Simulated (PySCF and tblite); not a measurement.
Results of a calculation; reference values are marked as such.
System: C3H8O2Si, numbered as in [CH3:1][CH2:2][C:3](=[O:4])[O:5][SiH3:6].

Motion: rotation about the C3–O5 bond (torsion C2–C3–O5–Si6 from 180° to 360°, rising). GFN2-xTB gives an electronic barrier of 4.3 kcal/mol and a reaction energy of 3.5 kcal/mol.

PBE0/pcSseg-1 + D3(BJ) on PBE0-D3(BJ)/def2-SVP geometries gives 8.5 kcal/mol and k(298 K) = 5.3×10⁶ s⁻¹.

Question: What does PBE0/6-311+G(2d,p) + D3(BJ) give on PBE0-D3(BJ)/def2-SVP geometries?

Answer: A barrier of 8.0 kcal/mol, 0.4 below the first DFT barrier (from unrounded values), a reaction energy of 6.2 kcal/mol and, with GFN2-xTB thermal terms, ΔG‡(298 K) = 8.2 kcal/mol and k = 1.1×10⁷ s⁻¹ (2 equivalent paths).

Programs: tblite and PySCF.
